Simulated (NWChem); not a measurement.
System: CH$_{3}$BCl$_{2}$S; SMILES CSB(Cl)Cl

Excerpt of the output:

```
             Northwest Computational Chemistry Package (NWChem) 7.3.0
             --------------------------------------------------------

 CS  symmetry detected

                             Geometry "geometry" -> ""
                             -------------------------

 Output coordinates in angstroms (scale by  1.889725989 to convert to a.u.)

  No.       Tag          Charge          X              Y              Z
 ---- ---------------- ---------- -------------- -------------- --------------
    1 B                    5.0000    -0.00017024     0.38174866     0.00000000
    2 Cl                  17.0000    -0.69705172     1.99117674     0.00000000
    3 Cl                  17.0000     1.74596078     0.19273968     0.00000000
    4 S                   16.0000    -1.12628998    -1.00009618     0.00000000
    5 C                    6.0000    -0.04590890    -2.45796386     0.00000000
    6 H                    1.0000     0.58616821    -2.47583313    -0.89721461
    7 H                    1.0000    -0.70684621    -3.33433404     0.00000000
    8 H                    1.0000     0.58616821    -2.47583313     0.89721461

 Effective nuclear repulsion energy (a.u.)     317.8119291768

      Symmetry information
      --------------------

 Group name             Cs
 Group number              2
 Group order               2
 No. of unique centers     7

                                Z-matrix (autoz)
                                --------

 Units are Angstrom for bonds and degrees for angles

      Type          Name      I     J     K     L     M      Value
      ----------- --------  ----- ----- ----- ----- ----- ----------
    1 Stretch                  1     2                       1.75383
    2 Stretch                  1     3                       1.75633
    3 Stretch                  1     4                       1.78259
    4 Stretch                  4     5                       1.81455
    5 Stretch                  5     6                       1.09765
    6 Stretch                  5     7                       1.09766
    7 Stretch                  5     8                       1.09765
    8 Bend                     1     4     5               104.28104
    9 Bend                     2     1     3               119.59048
   10 Bend                     2     1     4               117.40947
   11 Bend                     3     1     4               123.00005
   12 Bend                     4     5     6               110.85088
   13 Bend                     4     5     7               106.43627
   14 Bend                     4     5     8               110.85088
   15 Bend                     6     5     7               109.49579
   16 Bend                     6     5     8               109.64996
   17 Bend                     7     5     8               109.49579
   18 Torsion                  1     4     5     6         -61.00700
   19 Torsion                  1     4     5     7         180.00000
   20 Torsion                  1     4     5     8          61.00700
   21 Torsion                  2     1     4     5         180.00000
   22 Torsion                  3     1     4     5           0.00000

  xc_inp: hfexch multiplicative factor not found.

                           NWChem Geometry Optimization
                           ----------------------------

 maximum gradient threshold         (gmax) =   0.000450
 rms gradient threshold             (grms) =   0.000300
 maximum cartesian step threshold   (xmax) =   0.001800
 rms cartesian step threshold       (xrms) =   0.001200
 fixed trust radius                (trust) =   0.300000
 source of zmatrix                         =   autoz

          -------------------
          Energy Minimization
          -------------------

 Using diagonal initial Hessian
 Scaling for Hessian diagonals: bonds = 1.00  angles = 0.25  torsions = 0.10

          --------
          Step   0

                                 NWChem DFT Module
                                 -----------------

 Summary of "ao basis" -> "ao basis" (spherical)
 ------------------------------------------------------------------------------
       Tag                 Description            Shells   Functions and Types
 ---------------- ------------------------------  ------  ---------------------
 B                           6-31g*                  6       14   3s2p1d
 Cl                          6-31g*                  8       18   4s3p1d
 S                           6-31g*                  8       18   4s3p1d
 C                           6-31g*                  6       14   3s2p1d
 H                           6-31g*                  2        2   2s

      Symmetry analysis of basis
      --------------------------

        a'         63
        a"         25

            General Information
            -------------------
          SCF calculation type: DFT
          Wavefunction type:  closed shell.
          No. of atoms     :     8
          No. of electrons :    64
           Alpha electrons :    32
            Beta electrons :    32
          Charge           :     0
          Spin multiplicity:     1
          Use of symmetry is: on ; symmetry adaption is: on
          Maximum number of iterations: 150
          AO basis - number of functions:    88
                     number of shells:    42
          Convergence on energy requested:  1.00D-06
          Convergence on density requested:  1.00D-05
          Convergence on gradient requested:  5.00D-04

              XC Information
              --------------
                     Hartree-Fock (Exact) Exchange  1.000

      Superposition of Atomic Density Guess
      -------------------------------------

 Sum of atomic energies:       -1380.03788665

      Non-variational initial energy
      ------------------------------

 Total energy =   -1381.936252
 1-e energy   =   -2537.592176
 2-e energy   =     837.843995
 HOMO         =      -0.300035
 LUMO         =       0.054411

      Symmetry analysis of molecular orbitals - initial
      -------------------------------------------------

  Numbering of irreducible representations:

     1 a'          2 a"

  Orbital symmetries:

     1 a'          2 a'          3 a'          4 a'          5 a'
     6 a'          7 a'          8 a'          9 a'         10 a'
    11 a"         12 a'         13 a"         14 a'         15 a'
    16 a'         17 a"         18 a'         19 a'         20 a'
    21 a'         22 a'         23 a'         24 a'         25 a"
    26 a"         27 a'         28 a"         29 a'         30 a'
    31 a'         32 a"         33 a"         34 a'         35 a'
    36 a'         37 a'         38 a"         39 a'         40 a'
    41 a'         42 a'

   convergence    iter        energy       DeltaE   RMS-Dens  Diis-err
 ---------------- ----- ----------------- --------- --------- ---------
 d= 0,ls=0.0,diis     1  -1380.8112817231 -1.70D+03  8.73D-03  3.86D-01
 d= 0,ls=0.0,diis     2  -1380.8660574314 -5.48D-02  3.57D-03  1.08D-01
 d= 0,ls=0.0,diis     3  -1380.8814136041 -1.54D-02  1.26D-03  4.27D-03
 d= 0,ls=0.0,diis     4  -1380.8825017930 -1.09D-03  2.50D-04  1.75D-04
 d= 0,ls=0.0,diis     5  -1380.8825448445 -4.31D-05  1.20D-04  2.47D-05
  Resetting Diis
 d= 0,ls=0.0,diis     6  -1380.8825518684 -7.02D-06  3.55D-05  1.24D-06
 d= 0,ls=0.0,diis     7  -1380.8825524387 -5.70D-07  5.19D-06  9.38D-08

         Total DFT energy =    -1380.882552438708
      One electron energy =    -2539.436160009726
           Coulomb energy =      931.150518098085
    Exchange-Corr. energy =      -90.408839703819
 Nuclear repulsion energy =      317.811929176752

 Numeric. integr. density =        0.000000000000

                  Occupations of the irreducible representations
                  ----------------------------------------------

                     irrep           alpha         beta
                     --------     --------     --------
                     a'               25.0         25.0
                     a"                7.0          7.0

                       DFT Final Molecular Orbital Analysis
                       ------------------------------------

 Vector   30  Occ=2.000000D+00  E=-4.582088D-01  Symmetry=a'
              MO Center= -1.5D-01,  1.3D+00,  2.5D-15, r^2= 3.5D+00
   Bfn.  Coefficient  Atom+Function         Bfn.  Coefficient  Atom+Function
  ----- ------------  ---------------      ----- ------------  ---------------
    21      0.593931  2 Cl px                25      0.335321  2 Cl px
    40     -0.336337  3 Cl py                17     -0.228060  2 Cl px
    22      0.202952  2 Cl py                44     -0.186523  3 Cl py
    39      0.149149  3 Cl px                36      0.129031  3 Cl py
    58      0.129168  4 S  py                26      0.111150  2 Cl py

[...]

      ----------------------
      Optimization converged
      ----------------------

  Step       Energy      Delta E   Gmax     Grms     Xrms     Xmax
  ---- ---------------- -------- -------- -------- -------- --------
@    4   -1380.88337819 -3.7D-07  0.00005  0.00002  0.00038  0.00100
                                     ok       ok       ok       ok

                                Z-matrix (autoz)
                                --------

 Units are Angstrom for bonds and degrees for angles

      Type          Name      I     J     K     L     M      Value     Gradient
      ----------- --------  ----- ----- ----- ----- ----- ---------- ----------
    1 Stretch                  1     2                       1.75829    0.00004
    2 Stretch                  1     3                       1.75966    0.00002
    3 Stretch                  1     4                       1.79079    0.00001
    4 Stretch                  4     5                       1.82115   -0.00005
    5 Stretch                  5     6                       1.07964    0.00002
    6 Stretch                  5     7                       1.08087    0.00000
    7 Stretch                  5     8                       1.07964    0.00002
    8 Bend                     1     4     5               105.29322   -0.00001
    9 Bend                     2     1     3               118.85057    0.00001
   10 Bend                     2     1     4               117.61665    0.00000
   11 Bend                     3     1     4               123.53278   -0.00001
   12 Bend                     4     5     6               110.97003    0.00000
   13 Bend                     4     5     7               106.13867    0.00000
   14 Bend                     4     5     8               110.97003    0.00000
   15 Bend                     6     5     7               109.34325   -0.00001
   16 Bend                     6     5     8               109.98454   -0.00000
   17 Bend                     7     5     8               109.34325   -0.00001
   18 Torsion                  1     4     5     6         -61.30305   -0.00000
   19 Torsion                  1     4     5     7         180.00000   -0.00000
   20 Torsion                  1     4     5     8          61.30305    0.00000
   21 Torsion                  2     1     4     5         180.00000    0.00000
   22 Torsion                  3     1     4     5           0.00000   -0.00000

                         Geometry "geometry" -> "geometry"
                         ---------------------------------

 Output coordinates in angstroms (scale by  1.889725989 to convert to a.u.)

  No.       Tag          Charge          X              Y              Z
 ---- ---------------- ---------- -------------- -------------- --------------
    1 B                    5.0000     0.00431375     0.39499831     0.00000000
    2 Cl                  17.0000    -0.70235376     2.00503152     0.00000000
    3 Cl                  17.0000     1.75686431     0.23694749     0.00000000
    4 S                   16.0000    -1.11502446    -1.00286572     0.00000000
    5 C                    6.0000    -0.04404626    -2.47581546     0.00000000
    6 H                    1.0000     0.57470111    -2.50364314    -0.88430208
    7 H                    1.0000    -0.70712565    -3.32940514     0.00000000
    8 H                    1.0000     0.57470111    -2.50364314     0.88430208

 Effective nuclear repulsion energy (a.u.)     316.6265987569

      Symmetry information
      --------------------

 Group name             Cs
 Group number              2
 Group order               2
 No. of unique centers     7

                Final and change from initial internal coordinates
                --------------------------------------------------

                                Z-matrix (autoz)
                                --------

 Units are Angstrom for bonds and degrees for angles

[...]

 Rotational Constants
 --------------------
 A=   0.100545 cm-1  (  0.144659 K)
 B=   0.061491 cm-1  (  0.088470 K)
 C=   0.038430 cm-1  (  0.055291 K)

 Temperature                      =   298.15K
 frequency scaling parameter      =   1.0000

 Zero-Point correction to Energy  =   30.928 kcal/mol  (  0.049287 au)
 Thermal correction to Energy     =   34.907 kcal/mol  (  0.055628 au)
 Thermal correction to Enthalpy   =   35.499 kcal/mol  (  0.056572 au)

 Total Entropy                    =   81.907 cal/mol-K
   - Translational                =   40.434 cal/mol-K (mol. weight = 127.9426)
   - Rotational                   =   28.296 cal/mol-K (symmetry #  =        1)
   - Vibrational                  =   13.176 cal/mol-K

 Cv (constant volume heat capacity) =   19.821 cal/mol-K
   - Translational                  =    2.979 cal/mol-K
   - Rotational                     =    2.979 cal/mol-K
   - Vibrational                    =   13.863 cal/mol-K

[normal modes left out]

 ----------------------------------------------------------------------------
 Normal Eigenvalue ||           Projected Infra Red Intensities
  Mode   [cm**-1]  || [atomic units] [(debye/angs)**2] [(KM/mol)] [arbitrary]
 ------ ---------- || -------------- ----------------- ---------- -----------
    1       -0.000 ||    0.000545           0.013         0.532       0.158
    2       -0.000 ||    0.000165           0.004         0.161       0.048
    3       -0.000 ||    0.000370           0.009         0.361       0.107
    4       -0.000 ||    0.000000           0.000         0.000       0.000
    5       -0.000 ||    0.000305           0.007         0.297       0.088
    6        0.000 ||    0.000196           0.005         0.191       0.057
    7      107.891 ||    0.002066           0.048         2.014       0.598
    8      152.608 ||    0.000045           0.001         0.044       0.013
    9      183.136 ||    0.001732           0.040         1.688       0.501
   10      261.350 ||    0.001797           0.041         1.751       0.520
   11      327.575 ||    0.001241           0.029         1.210       0.359
   12      469.336 ||    0.015670           0.362        15.276       4.535
   13      483.004 ||    0.001371           0.032         1.336       0.397
   14      769.934 ||    0.004230           0.098         4.124       1.224
   15      979.025 ||    0.343149           7.917       334.518      99.302
   16     1017.684 ||    0.383897           8.857       374.242     111.094
   17     1082.556 ||    0.002037           0.047         1.986       0.589
   18     1110.256 ||    0.005992           0.138         5.841       1.734
   19     1521.862 ||    0.011018           0.254        10.741       3.189
   20     1622.728 ||    0.008977           0.207         8.751       2.598
   21     1623.228 ||    0.010445           0.241        10.182       3.023
   22     3247.083 ||    0.022448           0.518        21.883       6.496
   23     3337.846 ||    0.006065           0.140         5.912       1.755
   24     3347.724 ||    0.005587           0.129         5.446       1.617
 ----------------------------------------------------------------------------
```

Level: Hartree-Fock/6-31G* (spherical d). 

**Question.** Write an input that gives this output.

**Answer.** Several could match; the one computed here: the input that was run:
```
start job
memory heap 200 mb stack 900 mb global 1100 mb
geometry units angstroms
  B     -0.001419     0.398281     0.000017
  Cl    -0.721886     1.997290    -0.000253
  Cl     1.747302     0.234963     0.000000
  S     -1.107102    -0.999970     0.000287
  C     -0.005405    -2.441797     0.000534
  H      0.626266    -2.450974    -0.897100
  H     -0.653387    -3.327789     0.001542
  H      0.627467    -2.449770     0.897329
end
basis spherical
  * library 6-31g*
end
dft
  xc hfexch
  iterations 150
end
driver
  maxiter 120
end
task dft optimize
task dft freq
```
